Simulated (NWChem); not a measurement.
Species: GeIF, singlet; SMILES [Ge]([I])[F]

```xyz
3

Ge    -0.4062     1.3670     0.0000
F      1.2421     1.9569     0.0000
I      0.0343    -1.1577     0.0000
```
Atoms are numbered in this order, from 1.

Low-valent species are run as closed-shell singlets; no triplet was tried in these runs. All runs use the structure optimised with PBE0/def2-SVP. def2 effective core potentials on I; no spin-orbit coupling.

Symmetry labels are those of Cs in the frame above (b1 and b2, or b-type labels, depend on it).

Problem. List the 6 lowest vertical singlet excitations and the 6 lowest triplet ones from PBE/def2-SVP with def2 effective core potentials on I, TDA (NWChem).

Solution. 
| state | energy (eV) | oscillator strength | symmetry | leading excitation (squared amplitude) |
|---|---|---|---|---|
| S1 | 2.99 | 0.001 | a" | HOMO → LUMO (0.89) |
| S2 | 3.63 | 0.013 | a" | HOMO−1 → LUMO (0.87) |
| S3 | 3.93 | 0.037 | a' | HOMO−2 → LUMO (0.88) |
| S4 | 5.42 | 0.008 | a' | HOMO → LUMO+1 (0.78) |
| S5 | 5.71 | 0.000 | a" | HOMO−2 → LUMO+1 (0.98) |
| S6 | 5.95 | 0.021 | a' | HOMO → LUMO+2 (0.77) |
| T1 | 2.60 | spin-forbidden | a" | HOMO → LUMO (0.74) |
| T2 | 2.96 | spin-forbidden | a" | HOMO−1 → LUMO (0.74) |
| T3 | 2.99 | spin-forbidden | a' | HOMO−2 → LUMO (1.00) |
| T4 | 4.75 | spin-forbidden | a' | HOMO → LUMO+1 (0.73) |
| T5 | 5.11 | spin-forbidden | a' | HOMO−1 → LUMO+1 (0.73) |
| T6 | 5.29 | spin-forbidden | a" | HOMO−2 → LUMO+1 (0.89) |
